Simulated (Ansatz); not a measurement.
Frontier orbitals of Cl2H2MoO2S, SMILES `[OH][Mo]([OH])(=[S])([Cl])[Cl]`.

Total charge 0; spin multiplicity 1. Correlated methods include outer-core shells of Mo, which these sets cover unevenly. Mo: def2 effective core potential. Geometry: relaxed with PBE0-D4/def2-TZVP. It is one conformer, not always the lowest. Basis def2-TZVPP, Ansatz.

Orbital energies of one run (eV). Highest occupied ones, from the top: -10.77, -10.81, -11.14, -11.62, -11.89, -12.14, -12.76, -13.28, -13.75, -14.39, -14.46, -14.90, -15.21, -17.19. Empty: -1.83, -1.77, -0.94, -0.64, 1.16, 1.80.

Q: Which functional gave them?
A. CAM-B3LYP
B. ωB97X-V
C. r2SCAN
D. HSE06 (plane-wave form)

A: B. HOMO energies: ωB97X-V -10.77, r2SCAN -7.45, HSE06 -8.04, CAM-B3LYP -9.76 eV.
